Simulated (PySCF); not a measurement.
C₂Cl₃F, SMILES FC(Cl)=C(Cl)Cl. Geometry optimised at PBE-D3(BJ)/def2-SVP.

Computed equilibrium geometry at PBE-D3(BJ)/def2-SVP (PySCF confirms it by a frequency run) as a Z-matrix, and its point group:
point group Cs.
```
C
C 1 1.3582
F 2 1.3291 1 121.39
Cl 2 1.7168 3 114.40 1 180.00
Cl 1 1.7227 2 122.47 3 180.00
Cl 1 1.7278 2 120.02 3 0.00
```
